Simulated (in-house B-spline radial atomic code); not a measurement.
Whole-atom quantities along the 57-electron series, configuration [Kr] 4d10 4f11. Breit and QED terms are first order and not part of the total energy; the density at the nucleus is averaged over the nuclear charge. Computed with a radial B-spline atomic code at the basis-set limit: Dirac-Hartree-Fock, average of the configuration, finite nuclei.

| ion | Z | E/Z² (Eh) | Σ<r²> (bohr²) | n(0)/Z³ (bohr⁻³) | Lamb diamagnetic shielding (ppm) | repulsion over attraction | Breit energy (eV) | self-energy (eV) | vacuum polarisation (eV) | Dirac less non-relativistic energy (Eh) |
| --- | --- | --- | --- | --- | --- | --- | --- | --- | --- | --- |
| Hf15+ | 72 | -2.8957 | 10.23 | 2.9824 | 9047.63 | 0.1335 | 415.86 | 342.79 | -60.044 | -765.87 |
| Ta16+ | 73 | -2.9136 | 9.6347 | 3.1006 | 9231.59 | 0.13204 | 436.2 | 361.32 | -64.203 | -815.01 |
| W17+ | 74 | -2.9313 | 9.0972 | 3.2228 | 9417.29 | 0.13057 | 457.27 | 380.67 | -68.62 | -866.68 |
| Re18+ | 75 | -2.9489 | 8.6088 | 3.354 | 9604.85 | 0.12911 | 479.08 | 400.89 | -73.313 | -921.01 |
| Os19+ | 76 | -2.9664 | 8.163 | 3.4831 | 9794.29 | 0.12765 | 501.65 | 422.01 | -78.288 | -978.05 |
| Ir20+ | 77 | -2.9838 | 7.7541 | 3.6319 | 9985.82 | 0.1262 | 525.01 | 444.05 | -83.588 | -1038.02 |
| Pt21+ | 78 | ? | ? | ? | ? | ? | ? | ? | ? | ? |
| Au22+ | 79 | ? | ? | ? | ? | ? | ? | ? | ? | ? |
| Hg23+ | 80 | -3.0356 | 6.7082 | 4.1044 | 10573.3 | 0.12189 | 599.94 | 516.22 | -101.52 | -1236.24 |

(1) Fill in the row of Pt21+.

(2) Fill in the row of Au22+.

(3) With what power of Z does the column «self-energy (eV)» change over this range?

Results:

(1) E/Z² (Eh): -3.0011; Σ<r²> (bohr²): 7.3778; n(0)/Z³ (bohr⁻³): 3.7803; Lamb diamagnetic shielding (ppm): 10179.4; repulsion over attraction: 0.12476; Breit energy (eV): 549.16; self-energy (eV): 467.08; vacuum polarisation (eV): -89.207; Dirac less non-relativistic energy (Eh): -1100.93.

(2) E/Z² (Eh): -3.0184; Σ<r²> (bohr²): 7.0302; n(0)/Z³ (bohr⁻³): 3.9406; Lamb diamagnetic shielding (ppm): 10375.2; repulsion over attraction: 0.12332; Breit energy (eV): 574.13; self-energy (eV): 491.11; vacuum polarisation (eV): -95.181; Dirac less non-relativistic energy (Eh): -1166.98.

(3) A fit of the logarithm of its size against log Z from Z = 72 to 80 has slope 3.89. One-loop self-energy scales as Z⁴F(Zα), with F falling from low Z to about Z = 90.
